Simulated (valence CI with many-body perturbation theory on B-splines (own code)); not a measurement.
## Ta67+: calculated level list

Method: valence CI with perturbative core correlation (CI+MBPT): four valence electrons over a frozen Dirac-Fock core [He], a basis of 11 s, 11 p, 9 d, 7 f, 5 g, 2 h, 1 i functions for each j, with the one-electron correlation potential Σ1, the two-electron term Σ2, the three-electron term Σ3, Breit, model QED; selected CI, second order for the rest (own B-spline code, finite nucleus).

No measured spectrum was set against this ion. As an estimate, large intervals hold to a few tenths of a per cent, small ones and those within an open d or f shell to about a per cent. Among the levels kept, up to 270 cm⁻¹ of a level comes from second order outside the variational space, and about a tenth of that is noise between levels of different J, which matters for small intervals.

Levels 46 to 90 of 114, with energies above the lowest level, (2s^2 2p1/2^2) J=0. "Leading %" is the weight of the configuration and term that name the level; weights of strongly mixed levels are sums over their largest components and can fall short. In the jj column 3d3/2^4 stands for four electrons in 3d with j = 3/2. Lifetimes count E1, E2, E3, M1 and M2 decay at the calculated energies, and are blank where another channel may lead or the interval is too uncertain; long ones can be off by a factor of two.

```csv
No.,Configuration,Term,J,E (eV),Leading %,Lifetime,Leading jj,Second component
46,2s 2p2 3s,3P,1,11669,65,3.45 fs,2s 2p1/2 2p3/2 3s (98 %),20 % 2s 2p2 3s 5P
47,2s 2p2 3s,3D,3,11679,63,6.27 fs,2s 2p1/2 2p3/2 3s (99 %),37 % 2s 2p2 3s 5P
48,2s 2p2 3s,3P,2,11705,38,3.55 fs,2s 2p1/2 2p3/2 3s (99 %),36 % 2s 2p2 3s 3D
49,2s 2p2 3p,5P°,1,11731,39,5.88 fs,2s 2p1/2 2p3/2 3p1/2 (100 %),31 % 2s 2p2 3p 5D°
50,2s 2p2 3p,5D°,2,11742,46,3.08 fs,2s 2p1/2 2p3/2 3p1/2 (100 %),19 % 2s 2p2 3p 3D°
51,2s 2p2 3s,3P,0,11759,99,3.13 fs,2s 2p1/2 2p3/2 3s (99 %),
52,2s 2p2 3s,1P,1,11761,45,3.22 fs,2s 2p1/2 2p3/2 3s (99 %),44 % 2s 2p2 3s 3D
53,2s 2p2 3s,3P,1,11766,72,7.34 fs,2s 2p1/2 2p3/2 3s (99 %),14 % 2s 2p2 3s 3D
54,2s 2p2 3s,1D,2,11770,39,6.31 fs,2s 2p1/2 2p3/2 3s (99 %),34 % 2s 2p2 3s 3P
55,2s 2p2 3p,3D°,3,11773,33,2.13 fs,2s 2p1/2 2p3/2 3p1/2 (100 %),28 % 2s 2p2 3p 3F°
56,2s 2p2 3p,3P°,2,11811,43,3.39 fs,2s 2p1/2 2p3/2 3p1/2 (99 %),17 % 2s 2p2 3p 3D°
57,2s 2p2 3p,3P°,0,11843,49,2.08 fs,2s 2p1/2 2p3/2 3p1/2 (99 %),27 % 2s 2p2 3p 5D°
58,2s 2p2 3p,3D°,1,11844,59,2.26 fs,2s 2p1/2 2p3/2 3p1/2 (99 %),15 % 2s 2p2 3p 3P°
59,2s 2p2 3p,3F°,2,11846,45,3.32 fs,2s 2p1/2 2p3/2 3p1/2 (100 %),23 % 2s 2p2 3p 1D°
60,2s 2p2 3p,1P°,1,11894,29,3.27 fs,2s 2p1/2 2p3/2 3p1/2 (99 %),21 % 2s 2p2 3p 3D°
61,2s2 2p 3p,3D,3,11935,98,98.8 fs,2s^2 2p3/2 3p3/2 (98 %),
62,2s2 2p 3p,1P,1,11936,54,71.3 fs,2s^2 2p3/2 3p3/2 (98 %),37 % 2s2 2p 3p 3S
63,2s2 2p 3p,3P,2,11966,64,84.7 fs,2s^2 2p3/2 3p3/2 (98 %),34 % 2s2 2p 3p 1D
64,2s2 2p 3p,1S,0,11993,66,71.4 fs,2s^2 2p3/2 3p3/2 (98 %),32 % 2s2 2p 3p 3P
65,2s2 2p 3d,3D°,2,12025,50,673 as,2s^2 2p3/2 3d3/2 (98 %),24 % 2s2 2p 3d 1D°
66,2s2 2p 3d,3F°,3,12033,53,725 as,2s^2 2p3/2 3d3/2 (97 %),33 % 2s2 2p 3d 1F°
67,2s2 2p 3d,3P°,1,12037,56,567 as,2s^2 2p3/2 3d3/2 (98 %),38 % 2s2 2p 3d 3D°
68,2s2 2p 3d,3P°,0,12041,98,732 as,2s^2 2p3/2 3d3/2 (98 %),
69,2p3 3s,3P°,2,12044,46,7.56 fs,2p1/2^2 2p3/2 3s (96 %),23 % 2p3 3s 5S°
70,2p3 3s,1P°,1,12053,30,3.66 fs,2p1/2^2 2p3/2 3s (94 %),26 % 2p3 3s 3D°
71,2s2 2p 3d,3F°,4,12115,95,3.28 ps,2s^2 2p3/2 3d5/2 (95 %),
72,2s 2p2 3p,5D°,3,12127,50,10.2 fs,2s 2p1/2 2p3/2 3p3/2 (97 %),30 % 2s 2p2 3p 5P°
73,2s2 2p 3d,3P°,2,12129,43,947 as,2s^2 2p3/2 3d5/2 (94 %),39 % 2s2 2p 3d 1D°
74,2p3 3p,3P,1,12131,31,1.07 fs,2p1/2^2 2p3/2 3p1/2 (97 %),19 % 2p3 3p 5P
75,2p3 3p,3D,2,12133,25,1.09 fs,2p1/2^2 2p3/2 3p1/2 (97 %),20 % 2p3 3p 3F
76,2s 2p2 3p,3P°,1,12139,27,2.89 fs,2s 2p1/2 2p3/2 3p3/2 (98 %),26 % 2s 2p2 3p 5P°
77,2s2 2p 3d,3D°,3,12146,62,426 as,2s^2 2p3/2 3d5/2 (93 %),32 % 2s2 2p 3d 1F°
78,2s 2p2 3p,3D°,2,12155,45,2.93 fs,2s 2p1/2 2p3/2 3p3/2 (96 %),16 % 2s 2p2 3p 5S°
79,2s2 2p 3d,1P°,1,12159,60,626 as,2s^2 2p3/2 3d5/2 (96 %),26 % 2s2 2p 3d 3P°
80,2s 2p2 3p,3P°,0,12168,79,1.93 fs,2s 2p1/2 2p3/2 3p3/2 (100 %),14 % 2s 2p2 3p 5D°
81,2s 2p2 3p,3F°,4,12169,60,277 fs,2s 2p1/2 2p3/2 3p3/2 (96 %),36 % 2s 2p2 3p 5D°
82,2s 2p2 3p,3P°,2,12183,51,3.54 fs,2s 2p1/2 2p3/2 3p3/2 (98 %),19 % 2s 2p2 3p 1D°
83,2s 2p2 3p,3D°,3,12195,53,3.05 fs,2s 2p1/2 2p3/2 3p3/2 (98 %),26 % 2s 2p2 3p 1F°
84,2s 2p2 3p,1P°,1,12199,40,1.91 fs,2s 2p1/2 2p3/2 3p3/2 (97 %),14 % 2s 2p2 3p 3S°
85,2s 2p2 3d,5F,2,12210,44,2.25 fs,2s 2p1/2 2p3/2 3d3/2 (99 %),17 % 2s 2p2 3d 3P
86,2s 2p2 3d,5D,1,12213,48,2.73 fs,2s 2p1/2 2p3/2 3d3/2 (100 %),22 % 2s 2p2 3d 5F
87,2s 2p2 3d,5D,0,12214,82,8.88 fs,2s 2p1/2 2p3/2 3d3/2 (100 %),16 % 2s 2p2 3d 3P
88,2s 2p2 3d,5F,3,12220,49,2.24 fs,2s 2p1/2 2p3/2 3d3/2 (98 %),17 % 2s 2p2 3d 3F
89,2s 2p2 3p,3D°,2,12247,37,3.37 fs,2s 2p1/2 2p3/2 3p3/2 (99 %),26 % 2s 2p2 3p 3P°
90,2s 2p2 3p,3D°,3,12250,46,4.41 fs,2s 2p1/2 2p3/2 3p3/2 (99 %),34 % 2s 2p2 3p 3F°
```
